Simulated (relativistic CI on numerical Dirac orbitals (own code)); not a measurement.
Hf XIII: q coefficients and field-shift factors

Calculated at this level of theory: Dirac-Coulomb-Breit CI, KLI orbitals optimised for each configuration, derivatives by finite differences, unscaled Slater integrals, QED left out (own radial code, finite nucleus).

Configuration list (outside the closed core [Kr] 4d10): 4f¹²5s², 4f¹¹5s²5p, 4f¹²5s5p, 4f¹⁴, 4f¹³5s, 4f¹²5p², 4f¹³5p, 4f¹²5s5f. Levels of other configurations are missing.

With x = (α/α₀)² − 1 an excitation energy changes as ω = ω₀ + qx; K = 2q/ω₀ is the relative enhancement. Terms are leading LS components, so labels can repeat. The field-shift factor is F = δν/δ⟨r²⟩ for the transition from the lowest level.

Lowest level 4f¹²5s² ³H6.

```
        Level  ω₀ (cm⁻¹)  q (cm⁻¹)  F (GHz/fm²)
4f¹¹5s²5p ⁵H7     7263.9   -197400         42.7
  4f¹²5s² ³F4     8749.6     -1188        0.208
  4f¹²5s² ³H5    12642.1     11750        0.719
4f¹¹5s²5p ³K8    13150.8   -197500         42.8
  4f¹²5s² ³H4    19376.2     13430        0.926
4f¹¹5s²5p ⁵H6    21662.4   -185300         43.3
  4f¹²5s² ³F3    22953.7     11380        0.966
4f¹¹5s²5p ⁵K7    23666.6   -186400         43.4
  4f¹²5s² ³F2    24241.1      7276        0.855
4f¹¹5s²5p ³H5    27852.1   -188100         43.5
4f¹¹5s²5p ⁵K6    29756.8   -184700         43.3
4f¹¹5s²5p ³F4    30487.5   -151700         41.5
  4f¹²5s² ¹G4    31936.1    -23820         3.12
4f¹¹5s²5p ⁵K5    32449.5   -191100         43.3
4f¹¹5s²5p ³G5    37539.9   -188300         43.3
4f¹¹5s²5p ³H4    38059.2   -183900         43.6
4f¹¹5s²5p ⁵P1    40526.2   -193900         43.4
4f¹¹5s²5p ³G5    42858.8   -185300         43.3
4f¹¹5s²5p ⁵P2    43341.2   -168600         41.1
4f¹¹5s²5p ³H6    43900.7   -187100         43.6
4f¹¹5s²5p ⁵F3    44257.0   -185800         43.7
  4f¹²5s² ¹D2    45240.0    -41640         5.29
4f¹¹5s²5p ⁵F2    46808.3   -171300         43.5
```

At this charge transitions that keep the count of f electrons are usually good to a few per cent. Terms inside the open d or f shell come out 10 to 20 % too wide with unscaled integrals. Levels and lines within the n = 5 or 6 shells can be off by up to 10 % or somewhat more, and those that change n by about 2 %, since core polarisation is missing. Levels that differ in their count of f electrons can be misplaced by several ten thousand cm⁻¹, since the correlation energy of f electrons is missing or only estimated; rates across such gaps can be off by orders of magnitude.

Which transition from the lowest level has the largest |K|?

4f¹¹5s²5p ⁵H7 at 7263.9 cm⁻¹, K = -54.4.
